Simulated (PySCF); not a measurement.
**A small calculation by hand: chemical shift, span and skew from a shielding tensor**

Al(H)2(NHMe) (CH₆AlN), SMILES C[NH][AlH2]. Atoms are numbered in the order given.

```xyz
9

Al     0.1172    -1.2272     0.0000
H     -0.9370    -2.4009     0.0000
H      1.6833    -1.4204     0.0000
N     -0.5050     0.4311     0.0000
C      0.2366     1.6844     0.0000
H     -1.5035     0.5866     0.0000
H      0.0204     2.2928    -0.8847
H      0.0204     2.2928     0.8847
H      1.3081     1.4777     0.0000
```

The structure is a stationary point at B3LYP-D3(BJ)/def2-TZVP.

GIAO shieldings from B3LYP/pcSseg-1 (PySCF), non-relativistic, no solvent. The symmetric part of the tensor of C5 has the principal values 119.1, 136.3, 179.9 ppm. The same nucleus in TMS has σ = 181.3 ppm at this level (PySCF, at its B3LYP-D3(BJ)/def2-TZVP geometry).

### Question
Work out the isotropic shielding, the ¹³C shift against TMS, the span and the skew.

### Answer

σ(iso) = (σ11 + σ22 + σ33)/3 = 145.1 ppm. δ = σ(ref) − σ(iso) = 181.3 − (145.1) = 36.2 ppm.
Span Ω = σ33 − σ11 = 60.8 ppm. Skew κ = 3(σ(iso) − σ22)/Ω = 0.43. Tumbling in solution averages the tensor to δ; in a static solid the shielding alone would spread this spin-1/2 line over Ω.
